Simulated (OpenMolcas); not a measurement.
## SiF4 (silicon tetrafluoride): a line through the functionals

The species is SiF4 (5 atoms), meant as a singlet with charge 0. As SMILES, `F[Si](F)(F)F`. Geometry: relaxed at PBE0-D4/def2-TZVP.

The electronic atomisation energy y, in eV, basis 6-311+G(d,p); a is the functional's share of exact exchange. Programs: OpenMolcas 26.06.

| functional | program | a | y (eV) |
| --- | --- | --- | --- |
| r2SCAN | OpenMolcas | 0 | 23.23 |
| BLYP | OpenMolcas | 0 | 22.78 |
| B3LYP | OpenMolcas | 0.2 | ? |
| PBE0 | OpenMolcas | 0.25 | 22.57 |
| BHLYP | OpenMolcas | 0.5 | 21.65 |

Task: Fit y = c + s·a to the known rows and predict B3LYP.

Result: 
1. Means of the 4 rows: a = 0.1875, y = 22.558.
2. Σ(Δa)² = 0.17188, Σ(Δa·Δy) = -0.45063, so the slope is -0.45063/0.17188 = -2.6218.
3. Intercept: 22.558 − (-2.6218) × 0.1875 = 23.050. The largest residual of the fit is 0.27.
4. B3LYP: 23.050 + (-2.6218) × 0.2 = 22.53 eV.

The run gave 22.60 eV, so the prediction is off by -0.07 eV, within the largest residual. The rows mix families of semi-local functionals, which the line can't see.
